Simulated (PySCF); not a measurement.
# From computed data to an observable: chemical shift, span and skew from a shielding tensor

C₃H₃BrClF, SMILES C/C(Br)=C(\F)Cl. Atoms are numbered in the order given.

```xyz
9

C     -2.2300     0.3652     0.0000
C     -0.7702     0.0340     0.0000
Br     0.4217     1.5100     0.0000
C     -0.2962    -1.2203     0.0000
F     -1.1317    -2.2606     0.0000
Cl     1.3542    -1.7029     0.0000
H     -2.8336    -0.5524     0.0000
H     -2.4919     0.9625    -0.8882
H     -2.4919     0.9625     0.8882
```
Charge 0, spin multiplicity 1.

Geometry optimised at B3LYP-D3(BJ)/def2-SVP. The structure was generated by enumeration; whether it is a known compound was not checked.

GIAO shieldings from PySCF with PBE/pcSseg-1, non-relativistic, no solvent. The symmetric part of the tensor of F5 has the principal values 166.2, 240.7, 260.5 ppm. The same nucleus in CFCl3 has σ = 133.6 ppm at this level (PySCF, at its B3LYP-D3(BJ)/def2-TZVP geometry). Without spin–orbit terms, shifts of atoms bonded to Cl or Br come out too high.

**Question.** Work out the isotropic shielding, the ¹⁹F shift against CFCl3, the span and the skew.

**Answer.** 
σ(iso) = (σ11 + σ22 + σ33)/3 = 222.5 ppm. δ = σ(ref) − σ(iso) = 133.6 − (222.5) = -88.9 ppm.
Span Ω = σ33 − σ11 = 94.3 ppm. Skew κ = 3(σ(iso) − σ22)/Ω = -0.58. Tumbling in solution averages the tensor to δ; in a static solid the shielding alone would spread this spin-1/2 line over Ω.
